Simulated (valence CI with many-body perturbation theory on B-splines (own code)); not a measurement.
E1 line list for Nb+

Calculated by valence CI with perturbative core correlation (CI+MBPT): four valence electrons over a frozen Dirac-Fock core [Kr], radial functions for each j: 7 s, 7 p, 8 d, 6 f, 4 g, 1 h, with the one-electron correlation potential Σ1 (screened to all orders), the two-electron term Σ2, the three-electron term Σ3, Breit, model QED; selected single and double excitations, second order for the rest, scaled by the run's own slope (own B-spline code, finite nucleus).

Set against measurement, 31 paired levels are off by 479 cm⁻¹ on average, the worst by 826. These come from a selection out of the NIST Handbook of Basic Atomic Spectroscopic Data. Levels without a partner in it may be off by more, other configurations by 1,000 to 4,000 cm⁻¹. Among the levels kept, up to 550 cm⁻¹ of a level comes from second order outside the variational space, and about a tenth of that is noise between levels of different J, which matters for small intervals. 2 measured levels below the end of the list, from 14626 cm⁻¹ on, found no clear computed partner, and computed levels of the same name lie up to 394 cm⁻¹ from them.

Lines 251 to 300 of 591 in falling wavelength, among levels below 7.096 eV, chosen from the strongest by gf and those to the six lowest levels. Wavelengths and rates use the calculated energies, so an error of 500 cm⁻¹ moves a line at 2991 Å by 1.5 % and its rate by three times that or more. Electric multipoles are in the length gauge, E1 and E2 with the static RPA response of the core. Weak lines are less certain than strong ones. Lines between different terms over intervals too small for the method are left out, as are lines whose strength nearly cancels. Where a level lies close to another of its J and parity, the split of strength between their lines is uncertain. The highest levels of a list are the least certain.

Names give the largest LS component (configuration and term), which can be under half, so a name can repeat, a term be missing and a line seem to break the LS rules; names also repeat where a configuration has a term twice. Letters in brackets count levels of one name in rising energy.

| λ vac (Å) | λ from measured levels | Upper | Lower | A (s⁻¹) | S (a.u.) |
| --- | --- | --- | --- | --- | --- |
| 2991 | 2942 | 4d3 5p 5F°_4 | 4d3 5s 5F_4 | 8.35e+07 | 9.92e+00 |
| 2984 |  | 4d3 5p 1F°_3 [a] | 4d4 3G_4 | 1.37e+07 | 1.26e+00 |
| 2982 | 2932 | 4d3 5p 5F°_1 | 4d3 5s 5F_2 | 2.72e+07 | 1.07e+00 |
| 2982 | 2929 | 4d3 5p 5D°_4 [a] | 4d3 5s 5F_5 | 1.35e+08 | 1.59e+01 |
| 2981 | 2920 | 4d3 5p 5G°_5 | 4d4 5D_4 | 2.05e+05 | 2.95e-02 |
| 2978 |  | 4d3 5p 1P°_1 [b] | 4d4 1S_0 [a] | 3.01e+07 | 1.18e+00 |
| 2978 |  | 4d3 5p 5D°_2 [b] | 4d3 5s 5P_1 | 4.13e+07 | 2.69e+00 |
| 2975 |  | 4d3 5p 1G°_4 [c] | 4d4 1G_4 [a] | 4.66e+07 | 5.45e+00 |
| 2962 | 2913 | 4d3 5p 5F°_2 | 4d3 5s 5F_2 | 8.48e+07 | 5.44e+00 |
| 2962 | 2911 | 4d3 5p 5F°_3 | 4d3 5s 5F_3 | 8.69e+07 | 7.80e+00 |
| 2961 |  | 4d3 5p 3G°_3 [c] | 4d3 5s 3G_4 | 1.51e+07 | 1.35e+00 |
| 2959 |  | 4d3 5p 3G°_4 [c] | 4d3 5s 3G_5 | 1.08e+07 | 1.25e+00 |
| 2958 | 2909 | 4d3 5p 5F°_1 | 4d3 5s 5F_1 | 1.13e+08 | 4.34e+00 |
| 2958 |  | 4d3 5p 1F°_3 [b] | 4d4 1F_3 | 2.02e+07 | 1.81e+00 |
| 2951 |  | 4d3 5p 3H°_6 [a] | 4d4 3H_6 | 1.06e+07 | 1.74e+00 |
| 2947 |  | 4d3 5p 1G°_4 [a] | 4d3 5s 3F_4 [a] | 1.51e+07 | 1.72e+00 |
| 2947 | 2900 | 4d3 5p 5F°_5 | 4d3 5s 5F_4 | 2.92e+07 | 4.06e+00 |
| 2946 | 2899 | 4d3 5p 5F°_4 | 4d3 5s 5F_3 | 3.86e+07 | 4.38e+00 |
| 2943 |  | 4d3 5p 1D°_2 [c] | 4d3 5s 1P_1 [b] | 3.38e+07 | 2.13e+00 |
| 2938 | 2890 | 4d3 5p 5F°_2 | 4d3 5s 5F_1 | 4.11e+07 | 2.57e+00 |
| 2938 |  | 4d3 5p 3D°_2 [b] | 4d3 5s 3P_1 | 1.85e+07 | 1.15e+00 |
| 2937 |  | 4d3 5p 3D°_1 [a] | 4d4 5D_1 | 4.81e+06 | 1.80e-01 |
| 2937 | 2884 | 4d3 5p 5D°_3 [a] | 4d3 5s 5F_4 | 1.20e+08 | 1.05e+01 |
| 2937 |  | 4d3 5p 3D°_2 [a] | 4d4 5D_3 | 1.78e+06 | 1.12e-01 |
| 2931 |  | 4d3 5p 3G°_4 [b] | 4d4 3G_5 | 2.99e+07 | 3.35e+00 |
| 2930 | 2878 | 4d3 5p 5D°_4 [a] | 4d3 5s 5F_4 | 3.77e+07 | 4.22e+00 |
| 2929 | 2876 | 4d3 5p 5D°_2 [a] | 4d3 5s 5F_3 | 1.28e+08 | 7.92e+00 |
| 2928 | 2878 | 4d3 5p 5F°_3 | 4d3 5s 5F_2 | 4.23e+07 | 3.67e+00 |
| 2924 |  | 4d3 5p 3D°_1 [a] | 4d4 5D_0 | 1.50e+07 | 5.55e-01 |
| 2923 | 2869 | 4d3 5p 5D°_1 [a] | 4d3 5s 5F_2 | 1.34e+08 | 4.97e+00 |
| 2920 |  | 4d3 5p 3H°_6 [a] | 4d4 3H_5 | 6.53e+06 | 1.04e+00 |
| 2918 |  | 4d3 5p 3D°_3 [b] | 4d3 5s 5P_2 | 3.31e+07 | 2.85e+00 |
| 2916 | 2862 | 4d3 5p 5D°_0 [a] | 4d3 5s 5F_1 | 1.98e+08 | 2.43e+00 |
| 2908 |  | 4d3 5p 3D°_1 [c] | 4d3 5s 3P_0 [a] | 3.45e+07 | 1.26e+00 |
| 2906 |  | 4d3 5p 3D°_2 [a] | 4d4 5D_2 | 8.95e+05 | 5.42e-02 |
| 2904 |  | 4d3 5p 3D°_3 [c] | 4d3 5s 3P_2 [a] | 6.38e+07 | 5.40e+00 |
| 2900 |  | 4d3 5p 3G°_5 [c] | 4d4 1I_6 | 8.31e+06 | 1.10e+00 |
| 2900 | 2847 | 4d3 5p 5D°_1 [a] | 4d3 5s 5F_1 | 5.63e+07 | 2.03e+00 |
| 2899 |  | 4d3 5p 3D°_2 [c] | 4d3 5s 3P_2 [a] | 2.84e+07 | 1.71e+00 |
| 2896 |  | 4d3 5p 1D°_2 [c] | 4d3 5s 1P_1 [a] | 2.24e+07 | 1.34e+00 |
| 2896 | 2843 | 4d3 5p 5D°_2 [a] | 4d3 5s 5F_2 | 4.70e+07 | 2.82e+00 |
| 2896 |  | 4d3 5p 3D°_2 [c] | 4d3 5s 3P_1 | 4.29e+07 | 2.57e+00 |
| 2894 | 2842 | 4d3 5p 5D°_3 [a] | 4d3 5s 5F_3 | 2.83e+07 | 2.37e+00 |
| 2889 |  | 4d3 5p 1H°_5 [b] | 4d3 5s 3H_4 | 1.48e+07 | 1.94e+00 |
| 2886 |  | 4d3 5p 3D°_3 [a] | 4d4 5D_4 | 3.53e+06 | 2.93e-01 |
| 2883 |  | 4d3 5p 3D°_2 [a] | 4d4 5D_1 | 2.28e+07 | 1.35e+00 |
| 2883 |  | 4d3 5p 1H°_5 [a] | 4d4 3H_6 | 1.08e+07 | 1.40e+00 |
| 2881 |  | 4d3 5p 1H°_5 [b] | 4d3 5s 3H_6 | 1.06e+07 | 1.38e+00 |
| 2878 |  | 4d3 5p 1F°_3 [a] | 4d4 3H_4 | 3.00e+07 | 2.47e+00 |
| 2877 |  | 4d3 5p 3D°_3 [d] | 4d3 5s 3P_2 [a] | 1.20e+07 | 9.89e-01 |
